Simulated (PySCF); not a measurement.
# MoO₂Cl₂, singlet: data card

Method: PySCF, B3LYP, basis Mo def2-TZVP with ECP28, O def2-TZVP, Cl def2-TZVP (scalar-relativistic core potentials, no spin–orbit coupling, density fitting).

The structure is a minimum.

```
Point group                                                                   : C2v
Bond lengths                                                                  : Mo–Cl 2.261 Å (×2), Mo–O 1.677 Å (×2)
Bond angles                                                                   : Cl–Mo–Cl 111.5°, Cl–Mo–O 109.6° (×4), O–Mo–O 107.0°
Lowest empty level                                                            : -4.15 eV
Principal quadrupole moments (Buckingham, traceless) about the centre of mass : -2.06, -1.10, 3.15 D Å
Entropy at 298.15 K and 1 bar                                                 : 338.8 J/(mol K)
Highest occupied level                                                        : -9.69 eV
Atomisation energy without zero-point energy                                  : 1980 kJ/mol
Dipole moment                                                                 : 1.28 D
Enthalpy at 298.15 K above 0 K                                                : 18.57 kJ/mol
Principal polarisabilities                                                    : 56.7, 66.5, 79.1 bohr³
Zero-point energy                                                             : 24.3 kJ/mol
Heat capacity Cp at 298.15 K                                                  : 85.2 J/(mol K)
Rotational constants                                                          : 0.09021, 0.05571, 0.04517 cm⁻¹
Rotational symmetry number                                                    : 2
```

Harmonic modes (masses in u: Mo 97.905, O 15.995, Cl 34.969):
```tsv
symmetry	ω (cm⁻¹)	IR (km/mol)	type
a1	120	0.4	bend
b2	182	3.4	bend
a2	212	0.0	bend
b1	244	3.7	bend
a1	346	2.1	bend
a1	436	29.3	mixed
b1	450	112	stretch
b2	1021	170	stretch
a1	1051	112	stretch
```

In C2v the vibrations span 4a1 + 2b2 + a2 + 2b1. The a2 mode carries no infrared intensity, as symmetry demands.

Charges (e):
```json
{"atom": "Mo1", "Mulliken": "1.59", "Löwdin": "0.26", "polar tensor": "2.12", "Mayer order to Mo1": "–"}
{"atom": "O2,3", "Mulliken": "-0.49", "Löwdin": "-0.23", "polar tensor": "-0.61", "Mayer order to Mo1": "1.92"}
{"atom": "Cl4,5", "Mulliken": "-0.31", "Löwdin": "0.10", "polar tensor": "-0.45", "Mayer order to Mo1": "1.00"}
```

Mulliken populations on Mo1 (electrons outside its core potential): s 2.21, p 6.34, d 3.78, f 0.08.

Outer orbital energies (eV). occupied: -12.04, -11.44, -10.65, -10.19, -10.16, -9.77, -9.75, -9.69; empty: -4.15, -3.50, -3.06, -1.72.

Formally Mo is in oxidation state +6, d0. The polar-tensor charge on Mo, 2.12, is far below the formal one.

Only a few start shapes were tried, so a lower isomer may exist.

The final relaxation and frequency run took 99 s on 4 threads of a shared Arm Neoverse V2 host, with 176 basis functions and 14 gradients; the process peaked at 2 GiB.
